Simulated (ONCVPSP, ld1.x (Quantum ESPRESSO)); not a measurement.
**Potentials for oxygen compared**

Generated with ld1.x 7.5 (TM, RRKJ, ultrasoft, PAW), atompaw 4.2 or ONCVPSP 4.0.1. The cutoff is in Ry: for ld1.x and atompaw files where the sum of valence levels is converged to 10 mRy in a Bessel basis, for ONCV files where the hardest occupied wave has 1 mHa per electron of residual kinetic energy. The error is the largest all-electron minus pseudo excitation energy over each file’s own four to seven test configurations (ionisations up to +4, promotions, holes and added fractions of an electron), all of which were solved. The labels leave out finer settings (local radius, basis sizes, second energies), which also bear on the numbers. Spin-polarised tests are not counted. The rows are a selection from randomly drawn settings: files with unsolved tests, undetermined cutoffs or missed reference levels are left out.

A true bound ghost makes a file unfit for plane-wave use even where its test errors are small: the radial tests pick states by their node count and pass the ghost by.

| potential | cutoff (Ry) | largest error (meV) | bound ghosts |
| --- | --- | --- | --- |
| TM, PBE, scalar-relativistic, rc 0.85/1.45/1.35 (spd), local smoothed, core correction no, reference 2s2 2p4 | 80 | +2151 | none |
| ONCV, LDA (Perdew-Zunger), non-relativistic, rc 0.90/1.20/0.95 (spd), local smoothed, core correction yes, reference 2s2 2p4, qcut 6.9/9.8/11, projectors 1/1/2 | 128 | +389 | none |
| TM, PBE, scalar-relativistic, rc 0.95/1.25/1.35 (spd), local smoothed, core correction no, reference 2s1 2p5 | 80 | +1744 | none |
| ONCV, BLYP, scalar-relativistic, rc 0.65/1.90/1.85 (spd), local smoothed, core correction yes, reference 2s2 2p2, qcut 8.5/5.7/5.3, projectors 2/2/1 | 96 | +1374 | none |
| ONCV, PBE, scalar-relativistic, rc 0.90/1.30/1.05 (spd), local smoothed, core correction yes, reference 2s2 2p4, qcut 7.9/9.1/8.5, projectors 2/2/1 | 110 | +667 | none |
| ONCV, LDA (Perdew-Wang 92), non-relativistic, rc 0.65/1.45/1.25 (spd), local smoothed, core correction yes, reference 2s2 2p4, qcut 11.2/9/7, projectors 2/3/2 | 85 | +593 | d |

Question: Fill in the row for O: ONCV, revPBE, scalar-relativistic, rc 0.95/1.85/1.75 (spd), local smoothed, core correction yes, reference 2s2 2p3, qcut 8.9/6.7/5.1, projectors 1/2/2.

Answer: cutoff 65 Ry, largest error +1812 meV, bound ghosts: none.

Question: Fill in the row for O: TM, PBE, non-relativistic, rc 0.85/1.55/1.30 (spd), local s, core correction yes, reference 2s2 2p4.

Answer: cutoff 80 Ry, largest error +2672 meV, bound ghosts: none.

Question: Fill in the row for O: ultrasoft, LDA (PZ), scalar-relativistic, rc 0.75/1.90/2.10 (spd), local smoothed, core correction yes, reference 2s2 2p4.

Answer: cutoff 55 Ry, largest error -2716 meV, bound ghosts: none.
